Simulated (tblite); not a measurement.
C6H12F2OSi.
Numbering: `[F:1][SiH2:2][C@@H:3]1[CH2:4][CH2:5][CH2:6][O:7][C@@H:8]([F:9])[CH2:10]1` (hydrogens: H11, H12 on Si2; H13 on C3; H14, H15 on C4; H16, H17 on C5; H18, H19 on C6; H20 on C8; H21, H22 on C10)

Structure optimised with GFN2-xTB, isolated species.

Problem. Give the optimised bond lengths and angles.

Solution. 
| bond | length (bohr) |
| --- | --- |
| F1–Si2 | 3.054 |
| Si2–C3 | 3.608 |
| C3–C4 | 2.897 |
| C4–C5 | 2.884 |
| C5–C6 | 2.886 |
| C6–O7 | 2.692 |
| O7–C8 | 2.587 |
| C8–F9 | 2.638 |
| C8–C10 | 2.891 |
| C3–C10 | 2.897 |
| Si2–H11 | 2.740 |
| Si2–H12 | 2.757 |
| C3–H13 | 2.076 |
| C4–H14 | 2.065 |
| C4–H15 | 2.069 |
| C5–H16 | 2.062 |
| C5–H17 | 2.063 |
| C6–H18 | 2.067 |
| C6–H19 | 2.068 |
| C8–H20 | 2.074 |
| C10–H21 | 2.061 |
| C10–H22 | 2.068 |

A selection of angles:
| angle | degrees |
| --- | --- |
| F1–Si2–C3 | 104.4 |
| Si2–C3–C4 | 114.1 |
| Si2–C3–C10 | 113.2 |
| C4–C3–C10 | 111.8 |
| C3–C4–C5 | 114.8 |
| C4–C5–C6 | 113.5 |
| C5–C6–O7 | 111.6 |
| C6–O7–C8 | 116.6 |
| O7–C8–F9 | 109.2 |
| O7–C8–C10 | 116.6 |
| F9–C8–C10 | 107.4 |
| C3–C10–C8 | 113.8 |

Dihedral angles: F1–Si2–C3–C4 180° (antiperiplanar); Si2–C3–C4–C5 -59° (synclinal); C3–C4–C5–C6 -53° (synclinal); C4–C5–C6–O7 71° (synclinal); C5–C6–O7–C8 -96° (anticlinal); C6–O7–C8–F9 -73° (synclinal); O7–C8–C10–C3 34° (synclinal); Si2–C3–C10–C8 47° (synclinal).

Of the pairs four or more bonds apart, Si2···O7 is among the closest relative to their van der Waals radii: 3.18 Å, 88 % of the sum of Bondi's values. The 7-membered ring C3–C4–C5–C6–O7–C8–C10 has internal angles of 111.6° to 116.6°; it is puckered, 0.32 Å rms from its mean plane, widest ring torsion 96°. Si2 (fluorine-bound silicon) is distorted tetrahedral (angles from 104.4° to 118.9°). The 2 C–O bonds span 1.369 Å (O7–C8, drawn single) to 1.424 Å (C6–O7, drawn single), a spread of 0.055 Å.

Point group: C1 (no symmetry element, even within 0.4 Å). Its GFN2-xTB frequencies are all real (lowest 36 cm⁻¹). One conformer, not necessarily the lowest. 3 starts were optimised and ended at 0.00, 2.47 and 2.48 kcal/mol (GFN2-xTB); the lowest of these is shown.

All values are computed, not measured.
